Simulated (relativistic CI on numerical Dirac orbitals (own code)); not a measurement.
# d2 in a ligand field

Computed with a parametric ligand-field model of a d^n configuration (Racah B and C, spin-orbit zeta, crystal field), exact diagonalisation.

Field parameters in Wybourne normalisation: Oh B⁴₀ = 21Dq, B⁴₄ = √(5/14) B⁴₀. The field is a parameter set, without covalency, and values of 10Dq over about 45,000 cm⁻¹ lie beyond real compounds.

B = 980 cm⁻¹, C = 4180 cm⁻¹ (C/B = 4.27), Oh, no spin-orbit coupling. Tanabe-Sugano data, E/B above the lowest term (Δ = |10Dq|; b, c mark the second and third term of a kind):

```csv
Δ/B,3T1,3T2,3A2,1T2,1E,1A1
1.0,0.00,0.81,1.81,13.88,14.34,21.51
3.0,0.00,2.49,5.49,14.41,15.24,23.33
5.0,0.00,4.22,9.22,14.75,15.57,24.95
7.0,0.00,6.00,13.00,14.95,15.67,26.37
9.0,0.00,7.82,16.82,15.06,15.67,27.58
11.0,0.00,9.66,20.66,15.11,15.64,28.61
13.0,0.00,11.53,24.53,15.13,15.59,29.48
15.0,0.00,13.42,28.42,15.14,15.54,30.21
17.0,0.00,15.32,32.32,15.13,15.49,30.83
19.0,0.00,17.23,36.23,15.12,15.44,31.35
21.0,0.00,19.16,40.16,15.10,15.40,31.80
23.0,0.00,21.09,44.09,15.09,15.35,32.18
25.0,0.00,23.03,48.03,15.07,15.31,32.51
27.0,0.00,24.97,51.97,15.05,15.28,32.79
29.0,0.00,26.92,55.92,15.03,15.25,33.04
31.0,0.00,28.88,59.88,15.02,15.22,33.26
33.0,0.00,30.84,63.84,15.00,15.19,33.45
35.0,0.00,32.80,67.80,14.98,15.16,33.63
37.0,0.00,34.77,71.77,14.97,15.14,33.78
39.0,0.00,36.74,75.74,14.96,15.11,33.92
41.0,0.00,38.71,79.71,14.94,15.09,34.04
43.0,0.00,40.68,83.68,14.93,15.07,34.16
45.0,0.00,42.66,87.66,14.92,15.05,34.26
47.0,0.00,44.64,91.64,14.91,15.04,34.36
```

The ground term stays 3T1.
